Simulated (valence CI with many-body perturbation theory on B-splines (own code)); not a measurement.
# Forbidden lines of Ni²²⁺

Calculated by relativistic CI+MBPT: four valence electrons over a frozen Dirac-Fock core [He], radial functions for each j: 11 s, 11 p, 10 d, 8 f, 5 g, 2 h, with the one-electron correlation potential Σ1 (screened to all orders), the two-electron term Σ2, the three-electron term Σ3, Breit, model QED; selected single and double excitations, second order for the rest, scaled by the run's own slope (own B-spline code, finite nucleus).

No measured levels were compared; by estimate levels of excited configurations hold to 0.05 to 0.15 % of their energy, terms of the ground configuration to about 0.5 %. Among the levels kept, up to 1100 cm⁻¹ of a level comes from second order outside the variational space, and about a tenth of that is noise between levels of different J, which matters for small intervals.

Lines 1 to 33 of 33 in falling wavelength, among levels below 1384.7 eV, chosen from the decays that carry over 1 % of a level's rate. Wavelengths and rates use the calculated energies, so an error of 600 cm⁻¹ moves a line at 614.3 Å by 0.37 % and its rate by three times that or more. Electric multipoles are in the length gauge, E1 and E2 with the static RPA response of the core. S is in atomic units (e²a₀⁴ for E2 and M2, e²a₀⁶ for E3), for M1 in squared Bohr magnetons. Weak lines are less certain than strong ones. Lines between different terms over intervals too small for the method are left out, as are lines whose strength nearly cancels. The highest levels of a list are the least certain.

Names give the largest LS component (configuration and term), which can be under half, so a name can repeat, a term be missing and a line seem to break the LS rules; names also repeat where a configuration has a term twice. Letters in brackets count levels of one name in rising energy.

```tsv
λ vac (Å)	Upper	Lower	Type	A (s⁻¹)	S (a.u.)
1915	2s²2p² ³P_2	2s²2p² ³P_1	M1	1.33e+03	1.73e+00
911.6	2s²2p² ³P_1	2s²2p² ³P_0	M1	2.09e+04	1.76e+00
614.3	2s²2p² ¹D_2	2s²2p² ³P_2	M1	3.76e+04	1.61e+00
465.1	2s²2p² ¹D_2	2s²2p² ³P_1	M1	4.17e+04	7.79e-01
281.3	2s²2p² ¹S_0	2s²2p² ³P_1	M1	2.94e+05	2.42e-01
11.57	2s²2p3d ³F°_4	2s2p³ ³P°_2	E2	8.17e+07	1.36e-04
11.35	2s²2p3d ³F°_4	2s2p³ ³D°_3	E2	2.27e+07	3.44e-05
11.15	2s2p²3p ³F°_4	2s2p³ ¹D°_2	E2	1.54e+08	2.14e-04
11.07	2s2p²3p ⁵D°_4	2s2p³ ³D°_3	E2	2.10e+08	2.80e-04
10.93	2s²2p3p ³D_1	2s²2p² ³P_2	E2	2.62e+09	1.09e-03
10.91	2s2p²3p ³F°_4	2s2p³ ³P°_2	E2	6.10e+08	7.58e-04
10.90	2s2p²3p ¹S°_0	2s2p³ ¹D°_2	E2	6.41e+09	8.81e-04
10.90	2s²2p3p ³P_1 [b]	2s²2p² ¹D_2	E2	4.74e+09	1.95e-03
10.87	2s²2p3p ³D_3	2s²2p² ¹D_2	E2	1.01e+09	9.63e-04
10.87	2s²2p3p ³D_1	2s²2p² ³P_1	E2	2.54e+09	1.03e-03
10.84	2s²2p3p ³D_2	2s²2p² ³P_2	E2	1.85e+09	1.24e-03
10.83	2s²2p3p ³P_0	2s²2p² ³P_2	E2	3.75e+09	5.00e-04
10.82	2s2p²3d ⁵F_5	2s2p³ ³D°_3	M2	2.00e+07	2.91e-05
10.80	2s2p²3p ⁵D°_2	2s2p³ ⁵S°_2	E2	2.54e+09	1.67e-03
10.72	2s2p²3p ⁵D°_3	2s2p³ ⁵S°_2	E2	3.00e+09	2.66e-03
10.72	2s2p²3p ³F°_4	2s2p³ ³D°_3	E2	2.75e+09	3.12e-03
10.68	2s²2p3p ³D_3	2s²2p² ³P_2	E2	2.29e+09	2.00e-03
10.67	2s2p²3p ³F°_4	2s2p³ ³D°_2	E2	1.74e+09	1.94e-03
10.65	2s²2p3p ³D_2	2s²2p² ³P_0	E2	2.21e+09	1.35e-03
10.65	2s2p²3p ⁵D°_4	2s2p³ ⁵S°_2	E2	3.56e+09	3.92e-03
10.63	2s²2p3p ³D_3	2s²2p² ³P_1	E2	1.69e+09	1.43e-03
10.61	2s²2p3d ³F°_4	2s²2p² ¹D_2	M2	2.22e+07	2.40e-05
9.968	2s2p²3d ⁵D_4	2s²2p² ³P_2	E2	8.50e+08	6.72e-04
9.577	2p³3d ⁵D°_3	2s2p³ ⁵S°_2	E2	1.45e+10	7.29e-03
9.576	2p³3d ⁵D°_2	2s2p³ ⁵S°_2	E2	1.44e+10	5.19e-03
9.575	2p³3d ⁵D°_0	2s2p³ ⁵S°_2	E2	1.55e+10	1.12e-03
9.575	2p³3d ⁵D°_1	2s2p³ ⁵S°_2	E2	1.55e+10	3.34e-03
9.570	2p³3d ⁵D°_4	2s2p³ ⁵S°_2	E2	1.54e+10	9.92e-03
```
